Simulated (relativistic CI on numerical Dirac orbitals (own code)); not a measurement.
## Cubic crystal-field splitting of Yb³⁺ by operator equivalents

Problem. Yb³⁺ (4f13) sits in a cubic field with the Wybourne parameters B⁴₀ = 1800 and B⁶₀ = 540 cm⁻¹. Find the levels of its ground J multiplet, neglecting the mixing with the other J.

Working.
1. One f hole has the ground level ²F7/2 with g_J = 8/7 and the Stevens factors β = −2/1155 and γ = 4/27027.
2. Stevens form: B₄ = β B⁴₀/8 = -0.3896 and B₆ = γ B⁶₀/16 = 0.00500 cm⁻¹, in H = B₄(O₄⁰ + 5O₄⁴) + B₆(O₆⁰ − 21O₆⁴).
3. For J = 7/2 the eigenvalues are E(Γ6) = 840B₄ − 25200B₆ = -453.1, E(Γ7) = −1080B₄ − 15120B₆ = 345.3 and E(Γ8) = 120B₄ + 20160B₆ = 53.9 cm⁻¹.
4. Order and energies above the lowest: Γ6 0.0, Γ8 507.1, Γ7 798.4 cm⁻¹. A Γ6 ground doublet has the isotropic |g| = 2.667.

Check. Diagonalising spin-orbit coupling (free-ion gap 10208 cm⁻¹, from a Dirac-Coulomb-Breit calculation) and field together in all 14 states gives Γ6 0.0, Γ8 492.8, Γ7 798.4 cm⁻¹, with |g| = 2.667. The other multiplet starts at 10504 cm⁻¹; the differences from the hand values come from J mixing and grow with the ratio of the field to that gap.
